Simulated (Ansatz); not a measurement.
Program: Ansatz. Geometries: PBE0-D4/def2-TZVP. ΔE: electronic, gas phase. CCSD(T)/CBS is the MP2 limit (def2-TZVPP, def2-QZVPP) plus CCSD(T) − MP2 in def2-TZVPP, frozen cores. This one scheme is used for every species. One conformer a species, not always the lowest.

Reaction (substitution at a C–O bond): `NCOCO` + `BS` → `BSCN` + `OCO`

```csv
level,ΔE (kJ/mol)
HF/def2-QZVPP,-9.5
MP2/def2-QZVPP,-28.3
```

(1) What does CCSD(T)/CBS give? (An estimate is asked.)

Largest T1 diagnostic among the species: 0.015.

Results:

(1) Computed: -23.7 kJ/mol. The listed levels differ from it by 14.2, -4.6 kJ/mol.

In def2-TZVPP, CCSD(T) changes the Hartree–Fock value by −9.3 kJ/mol (the triples alone add −1.7 kJ/mol) and MP2 by −15.9 kJ/mol.
